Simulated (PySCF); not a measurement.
Computed shifts of a molecule C₂H₅FOSi₂, HF/pcSseg-1 in PySCF, GIAO, gas phase, atoms alike by connectivity averaged where their shifts nearly agree, in ppm (number of nuclei): ¹³C: 233.8 (1), 47.2 (1). ²⁹Si: 33.2 (1), -76.5 (1). ¹⁹F: -182.6 (1). ¹H: 5.73 (1), 4.12 (1), 3.87 (1), 3.18 (1), 2.74 (1). References: ¹⁷O against H2O (σ = 333.0 ppm); ¹³C against TMS (σ = 192.6 ppm); ²⁹Si against TMS (σ = 393.8 ppm); ¹⁹F against CFCl3 (σ = 238.5 ppm); ¹H against TMS (σ = 31.99 ppm), references at their B3LYP-D3(BJ)/def2-TZVP geometries, non-relativistic. Geometry optimised at B3LYP-D3(BJ)/def2-SVP. One conformer was computed; it need not be the lowest.

### Question
Which structure fits?
A) O=C1C[SiH2][Si@@H]1F
B) O[Si@@H]1C=C(F)[SiH2]1
C) F[SiH2]C1=C[SiH2]O1
D) O[SiH2]C#C[SiH2]F

### Answer
A, O=C1C[SiH2][Si@@H]1F
